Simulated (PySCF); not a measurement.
Species: C7H12N (doublet state).
Geometry (GFN2-xTB, Å), atoms numbered from 1 in this order:
```
atom  x, y, z in Å
C1     3.5998    0.5951   -0.0136
C2     2.2490    0.6630   -0.2139
C3     1.3456   -0.2651    0.2759
N4    -0.0056   -0.2210    0.0967
C5    -0.7082    0.8345   -0.5911
C6    -2.1803    0.5705   -0.2748
C7    -2.2217   -0.9464   -0.0977
C8    -0.8984   -1.2303    0.6107
H9     4.0384   -0.2082    0.5512
H10    4.2635    1.3386   -0.4128
H11    1.8629    1.4925   -0.7914
H12    1.6999   -1.1101    0.8460
H13   -0.5227    0.7765   -1.6736
H14   -0.3790    1.8179   -0.2413
H15   -2.4570    1.0610    0.6595
H16   -2.8426    0.9228   -1.0629
H17   -2.2379   -1.4360   -1.0723
H18   -3.0819   -1.2821    0.4777
H19   -1.0136   -1.1286    1.7009
H20   -0.5155   -2.2341    0.4033
```

The hyperfine couplings belong to this conformer and change with its torsions.

Identity: `[CH2]/C=C/N1CCCC1` [radical].

Method: UKS B3LYP, pcH-1 on C H N, non-relativistic, mean-field spin-orbit, GIAO in PySCF 2.14.0. The structure is a single GFN2-xTB conformer in the gas phase; no vibrational or solvent corrections. A GFN2-xTB geometry isn't a minimum of the functional, and hyperfine couplings can be far from their values at a DFT geometry. The SCF solution wasn't tested for stability.

The Mulliken spin populations are largest on C1 (+0.61), C3 (+0.46), C2 (-0.19) and N4 (+0.15). The angles at C1 add up to 360.0°, so it is planar.

Task: Test a(H) = Q·ρ(C) for the protons on planar carbons with a spin population beyond ±0.08.

Result: 
```json
{"H": "H9", "C": "C1", "ρ(C)": "+0.612", "a(H) (G)": "-12.73", "a/ρ (G)": "-20.8"}
{"H": "H10", "C": "C1", "ρ(C)": "+0.612", "a(H) (G)": "-13.55", "a/ρ (G)": "-22.2"}
{"H": "H11", "C": "C2", "ρ(C)": "-0.192", "a(H) (G)": "+2.77", "a/ρ (G)": "-14.4"}
{"H": "H12", "C": "C3", "ρ(C)": "+0.461", "a(H) (G)": "-10.60", "a/ρ (G)": "-23.0"}
```

A least-squares line through the origin gives Q = -21.5 G with Mulliken populations. In McConnell's picture π spin on carbon polarises the C–H bond and leaves opposite spin at the proton, which makes Q negative, as found here. Where ρ is negative the coupling is positive.

Task: Leave H11 and its like out of the fit. How well does the relation then predict its coupling?

Result: The other protons give Q = -21.8 G, so a = -21.8 × -0.192 ≈ 4.20 G, against the computed 2.77 G.

Couplings in gauss use g_iso = 2.0028.
